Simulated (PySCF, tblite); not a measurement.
Isomers of C5H8F3NSi. Level: GFN2-xTB in tblite, geometry and Hessian alike; calculated harmonic values, unscaled, isolated species. Errors from tens to a few hundred cm⁻¹ against measured bands are possible. Modes of hydrogen on silicon can be 10 to 20 % off. One conformer each.

Electronic energies: PBE0/pcSseg-1 single points on the GFN2-xTB geometries (PySCF, gas phase).

| SMILES | electronic energy, lowest = 0 (kcal/mol) |
| --- | --- |
| C=N[SiH2][C@@H]1C[C@H]1C(F)(F)F | 17.8 |
| FC(F)=C(F)[C@@H]1CCN[SiH2]1 | 18.3 |
| C#C[C@@H](C)N[SiH2]C(F)(F)F | 39.9 |
| C#CCN[SiH2]CC(F)(F)F | 30.5 |
| N#CCC[C@@H]([SiH3])C(F)(F)F | 6.8 |
| C[Si](C)(N)C#CC(F)(F)F | 0.0 |
| C#CCCN[SiH2]C(F)(F)F | 38.2 |

Question: How do GFN2-xTB zero-point energies change the relative energies?

Answer: 
| SMILES | ZPE (kcal/mol) | of it from modes above 1550 cm⁻¹ | electronic (kcal/mol) | with ZPE, lowest = 0 (kcal/mol) | lowest mode (cm⁻¹) | rings |
| --- | --- | --- | --- | --- | --- | --- |
| C[Si](C)(N)C#CC(F)(F)F | 76.3 | 39.5 | 0.0 | 0.0 | 3i | 0 |
| N#CCC[C@@H]([SiH3])C(F)(F)F | 74.9 | 34.6 | 6.8 | 5.4 | 25 | 0 |
| C=N[SiH2][C@@H]1C[C@H]1C(F)(F)F | 75.5 | 34.9 | 17.8 | 16.9 | 16 | 1 |
| FC(F)=C(F)[C@@H]1CCN[SiH2]1 | 77.7 | 35.2 | 18.3 | 19.7 | 39 | 1 |
| C#CCN[SiH2]CC(F)(F)F | 74.8 | 36.4 | 30.5 | 29.0 | 18 | 0 |
| C#CCCN[SiH2]C(F)(F)F | 75.2 | 36.4 | 38.2 | 37.1 | 15 | 0 |
| C#C[C@@H](C)N[SiH2]C(F)(F)F | 74.6 | 36.7 | 39.9 | 38.2 | 7i | 0 |

The zero-point energies span 3.1 kcal/mol, from `C#C[C@@H](C)N[SiH2]C(F)(F)F` to `FC(F)=C(F)[C@@H]1CCN[SiH2]1`. Slightly imaginary modes are left out of the zero-point energy: `C[Si](C)(N)C#CC(F)(F)F` 3.3i cm⁻¹ and `C#C[C@@H](C)N[SiH2]C(F)(F)F` 7.3i cm⁻¹. The order is unchanged.

Question: And how do the electronic energies of GFN2-xTB itself compare?

Answer: `C[Si](C)(N)C#CC(F)(F)F` 37.9; `N#CCC[C@@H]([SiH3])C(F)(F)F` 10.2; `C=N[SiH2][C@@H]1C[C@H]1C(F)(F)F` 15.6; `FC(F)=C(F)[C@@H]1CCN[SiH2]1` 0.0; `C#CCN[SiH2]CC(F)(F)F` 20.7; `C#CCCN[SiH2]C(F)(F)F` 24.3; `C#C[C@@H](C)N[SiH2]C(F)(F)F` 23.7 kcal/mol, lowest = 0. Against the energies above, taken from the same isomer `C[Si](C)(N)C#CC(F)(F)F`, the largest difference is 56.2 kcal/mol.
